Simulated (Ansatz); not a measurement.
Mulliken charges of CH$_{5}$BOZn (`CO[BH][ZnH]`) from ωB97M-V/def2-TZVPP in Ansatz (PBE0-D4/def2-TZVP geometry).

```csv
atom,x (Å),y (Å),z (Å),charge (e)
C1,-1.014,0.878,0.968,-0.144
O2,0.168,0.471,0.304,-0.257
B3,0.207,-0.599,-0.514,0.074
Zn4,2.028,-1.077,-1.424,0.069
H5,-0.839,0.857,2.046,0.123
H6,-1.250,1.903,0.673,0.124
H7,-1.850,0.220,0.717,0.094
H8,-0.832,-1.209,-0.661,0.018
H9,3.383,-1.443,-2.109,-0.101
```

Question: By hand: the dipole of these point charges (1 e Å = 4.8032 D).

Answer: Σ q r = (-0.531, 0.120, 0.250) e Å, of length 0.599 e Å = 2.88 D.

Question: How does the dipole of the full density compare? (An estimate is asked.)

Answer: The calculation gave: (-0.391, 0.147, 0.229) e Å, 2.29 D; the point charges give 1.26 times that, at 8° from its direction.

Point charges leave out the atoms' own dipoles, such as those of lone pairs, and Mulliken's split depends on the basis, so the two needn't agree.
